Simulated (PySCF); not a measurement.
Al(F)(OH)(NH2), SMILES [NH2][Al]([OH])[F], singlet at its PBE0/def2-SVP optimised geometry (Å):

```
7

Al     0.1031    -0.0536     0.0000
F      1.7672    -0.0536     0.0000
O     -0.7571    -1.5118     0.0001
H     -0.3727    -2.3885    -0.0001
N     -0.7582     1.4746     0.0000
H     -1.7672     1.5610     0.0013
H     -0.3226     2.3885    -0.0004
```

Level of theory: PySCF with PBE0/def2-TZVP. Cells within 0.4 Å of a nucleus heavier than hydrogen are left out (blank, or x).

Map of the electrostatic potential (hartree/e), clipped to [-0.08, 0.12] on the plane z = 0.0 Å:

```
|333334444444444443333333333|
|333444444444444444333333333|
|334444444445555444333333333|
|334444444456766544333333333|
|344444444569997644333333333|
|344445555689999654333333333|
|444455678899999654333322233|
|444456999999999644332222222|
|4444579999xx998653322222222|
|3444579999xx999864211112222|
|344456999999999995210011222|
|334445678999999999971001122|
|333344456899999999999101122|
|3333333459999xx99xxx9101122|
|3333333347999xx999x99101122|
|333322222699999999993001122|
|333222101999999995320011222|
|3322210019xx999964211112222|
|3322210019xx998653222222222|
|332221101899999654322222222|
|332222111499999754333322333|
|333222222499999754433333333|
|333322233479998654433333333|
|333333333457876554433333333|
|333333333455665544433333333|
|333333333444555444433333333|
|333333333444444444433333333|
```
Scale: ten equal steps from -0.066 (start of '0') to 0.120 (end of '9'), in the order '0123456789'; x runs from -4.50 to 4.50, y from -4.50 (bottom) to 4.50 (top).
